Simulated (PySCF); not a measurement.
**Radial density of Ge (germanium, neutral)**

PBE, [Ar] 3d10 4s2 4p2, high-spin 3P determinant. Computed with PySCF 2.14 in aug-cc-pVDZ-DK (6s5p3d, 36 functions), with the spin-free X2C one-electron Hamiltonian (Gaussian nucleus).

```tsv
r (bohr)	4πr²ρ (e/bohr)	4πr²(ρα − ρβ)
0.000627	0.1921	0.0000
0.00105	0.4964	0.0000
0.00177	1.198	0.0000
0.00298	2.844	0.0000
0.00502	6.491	0.0000
0.00844	13.70	0.0000
0.0142	25.19	0.0002
0.0239	36.86	0.0016
0.0402	38.10	0.0079
0.0676	31.54	0.0252
0.114	41.24	0.0381
0.191	40.49	0.0012
0.322	22.53	0.0265
0.541	28.83	0.0749
0.910	12.62	0.0074
1.53	3.042	0.5100
2.57	1.491	0.7625
4.33	0.2765	0.2241
7.28	0.01065	0.0102
12.2	0.0001143	0.0001
```

Densities and radii are taken from the X2C orbitals without a picture-change correction, which distorts them close to the nucleus.
